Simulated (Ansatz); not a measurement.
Species: sum formula H8Si3NO, charge -1, multiplicity 1. It need not be the lowest isomer of its formula. Whether it binds its extra electron was not tested at this geometry. 
Coordinates optimised at B3LYP-D3(BJ)/def2-TZVP (Ansatz, a program for electronic structure):
```xyz
13

Si    -0.1832    -0.9585    -0.0899
N     -0.9069     0.4447     0.4988
Si    -2.7564     0.6960     0.3456
O      1.4991    -0.7986    -0.1307
Si     2.4679     0.4895    -0.3264
H     -0.3528    -2.2123     0.7019
H     -0.6257    -1.2247    -1.4775
H     -0.5485     0.8252     1.3618
H     -2.8057     0.8155    -1.1875
H     -3.1722    -0.7975     0.3116
H      2.4156     1.4307     0.8230
H      2.1765     1.2595    -1.5633
H      3.8721     0.0030    -0.4275
```
Charge -1, spin multiplicity 1.

Basis-set convergence of Hartree-Fock and CCSD correlation energies (hartree) with Ansatz. Cores are frozen in the correlated levels unless marked. No spin-orbit coupling. No relativistic terms. This anion needs diffuse functions, which these sets lack.

```json
[
 {"basis": "cc-pV(D+d)Z", "functions": "137", "E(HF)": "-1000.88948", "E(corr, CCSD)": "-0.73330"},
 {"basis": "cc-pV(T+d)Z", "functions": "289", "E(HF)": "-1000.98851", "E(corr, CCSD)": "-0.89655"},
 {"basis": "cc-pV(Q+d)Z", "functions": "542", "E(HF)": "___", "E(corr, CCSD)": "___"}
]
```

What belongs in the gaps?


- cc-pV(Q+d)Z, E(HF): -1001.01318
- cc-pV(Q+d)Z, E(corr, CCSD): -0.94983
